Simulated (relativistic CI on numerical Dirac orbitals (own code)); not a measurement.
Pm4+: 4s photoemission

Computed with this model: Dirac-Coulomb-Breit CI, orbitals from a KLI potential per configuration, a model potential for QED, valence Slater integrals scaled by 0.8, multiplet model of photoemission in the sudden approximation; configurations [Xe] 4f3 → [Ar] 3d10 4s 4p6 4d10 4f3 5s2 5p6; 80 K; Lorentzian 3 eV and Gaussian 0.7 eV FWHM. Energies are those of the free ion, without screening or charge transfer. The energies are binding energies and can lie tens of eV above those of solids. Without intra-shell correlation the exchange splitting of an s hole comes out too large, often by half or more. S is read from ⟨S²⟩ = S(S + 1).

free ion: ground-state S = 1.47, centroid 402.58 eV. Peaks (eV, height): 400.8 (100), 406.0 (60).

Strongest unbroadened transitions for free ion:

```csv
Energy (eV),Relative strength
400.55,100.0
400.76,42.5
402.99,0.1
403.60,0.1
403.73,1.0
403.95,0.5
404.16,2.6
404.84,0.0
405.03,0.0
406.10,73.5
406.46,0.1
407.05,2.7
407.30,0.5
```
